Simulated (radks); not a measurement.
Q: The table gives one normalised radial function P(r) = r R(r) of He+ in 1s1 (r in bohr). All-electron calculation, scalar-relativistic Kohn-Sham, r2SCAN, spin-polarised, spherical densities, finite nucleus; open shells are filled with parallel spins first; meta-GGA in the generalised Kohn-Sham scheme; Gaussian nuclear charge, rms radius 1.6755 fm. Program: a radial shooting solver on a logarithmic mesh with Libxc functionals.

r         P
0.02916  0.1565
0.03394  0.1805
0.03951  0.2078
0.046    0.2388
0.05355  0.2738
0.06234  0.3131
0.07258  0.3571
0.08449  0.4058
0.09836  0.4594
0.1145   0.5177
0.1322   0.5768
0.154    0.6427
0.1792   0.7109
0.2086   0.7798
0.2429   0.8470
0.2828   0.9096
0.3292   0.9641
0.3832   1.0062
0.4461   1.0318
0.5194   1.0365
0.6046   1.0166
0.7039   0.9700
0.8195   0.8964
0.954    0.7983
1.111    0.6809
1.293    0.5526
1.505    0.4233
1.752    0.3032
2.04     0.2011
2.375    0.1220
2.765    0.0668

Which n and l does it have? It may be an empty orbital.

A: n = 1, l = 0: the number of nodes gives n - l - 1 = 0, the rise at small r (about r^(l+1)) gives l, and the extent must fit the shell. The curve is that of 1s up; the table hardly tells the two spins apart. 1s up: eigenvalue -43.215 eV, 0 radial nodes, <r> = 0.754 bohr, 90 % of the charge inside 1.34 bohr.
